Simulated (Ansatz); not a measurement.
The cluster Ag2Br⁺. The state is a quintet with charge 1. Geometry PBE0-D4/def2-TZVP; atoms count from 1.

```xyz
3

Ag   -2.067    0.522   -0.886
Ag    2.304    0.144    0.050
Br   -0.236   -0.666    0.836
```

In the def2 sets Ag takes a core potential; there is no spin–orbit coupling. At PBE0-D4/def2-TZVP a singlet of charge 1 lies 7.61 eV below the quintet, each at its own geometry. The structure comes from a short search, and lower isomers may exist.

Q: Estimate the Mulliken populations from the PBE0/def2-TZVP orbitals of Ansatz.

A: 
```
atom  charge (e)  spin (α − β)  d electrons
 Ag1        0.36          1.46         9.53
 Ag2        0.36          1.46         9.53
 Br3        0.28          1.08            –
```
Mulliken values and Mayer orders depend strongly on the basis.

Q: Where does the spin sit?

A: Summed by element: Ag 2.92, Br 1.08, of 4 unpaired in all. Largest on single atoms: Ag2 1.46, Ag1 1.46, Br3 1.08.

Q: And the Mayer bond orders between bonded heavy atoms (over 0.3)?

A: Ag1–Br3 0.57 (2.78 Å); Ag2–Br3 0.57 (2.78 Å).
